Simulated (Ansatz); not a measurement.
Total energies of ClFH$_{2}$MoN$_{2}$, SMILES `[NH]=[Mo](=[NH])([F])[Cl]`.

```xyz
7

N    -0.4953   -0.4288    1.3203
Mo    0.4995   -0.1404   -0.0437
N    -0.3333    0.9039   -1.1157
F     2.0542    0.7008    0.5199
Cl    0.7852   -2.1237   -1.1098
H    -1.3627   -0.3422    1.8344
H    -1.1475    1.4305   -1.4055
```

Total charge 0; spin multiplicity 1. Correlated methods include outer-core shells of Mo, which these sets cover unevenly. Mo takes the def2 core potential. All single points use the PBE0-D4/def2-TZVP geometry. It is one conformer, not always the lowest. Basis def2-TZVPP, Ansatz 0.2.0.

RPA on PBE orbitals: Hartree–Fock energy of these orbitals -736.61376 Eh, correlation -2.10621 Eh (frozen core).

```csv
functional,energy without D4 (Eh),D4 term (kJ/mol)
LDA (SPW92),-736.11710,–
PBE,-738.85881,-20.5
revPBE,-739.14176,-54.1
BLYP,-739.18137,-44.3
r2SCAN,-739.13659,-4.8
B97M-V,-739.05007,–
PBE0,-738.82144,-17.5
B3LYP,-739.25008,-33.5
r2SCANh,-739.08879,-5.1
r2SCAN0,-739.01913,-5.7
HSE06 (plane-wave form),-738.80444,-16.4
BHLYP,-738.95516,-28.1
CAM-B3LYP,-739.09827,-18.0
LC-ωPBE,-738.94916,–
ωB97X-V,-739.01472,–
ωB97M-V,-739.02129,–
B2PLYP,-738.87756,–
PBE-QIDH,-738.65330,–
```

B3LYP takes the VWN-RPA correlation (the form of Gaussian; ORCA's B3LYP/G). HSE06 is the plane-wave form, built on full-range PBE exchange. The double hybrids freeze the cores in their second-order part.

LC-ωPBE has ω = 0.4 bohr⁻¹.
